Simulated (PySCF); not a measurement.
How methods differ on the excitation energy of In⁺

In⁺ [Kr] 4d10 5s2 (1S) → In⁺ [Kr] 4d9 5s2 5p1 (high-spin determinant), as a difference of total energies. Computed with PySCF 2.14 in aug-cc-pVTZ-PP with ECP28MDF (6s5p4d2f, 55 functions), with scalar relativity through the core potential. The calculations carry no spin-orbit coupling.

| method | excitation energy (cm⁻¹) |
| --- | --- |
| UHF | 147950 |
| LDA | 153830 |
| PBE | 152900 |
| PBE0 | 152920 |
| r2SCAN | 153360 |
| B3LYP | 152900 |
| r2SCANh | 153280 |
| M06 | 161250 |
| revPBE | 152840 |

The upper state lies above the first ionisation limit, where it may autoionise and the basis confines it.

The determinant of the upper state mixes LS terms, which raises its energy above the lowest term, most at the Hartree-Fock and MP2 levels.
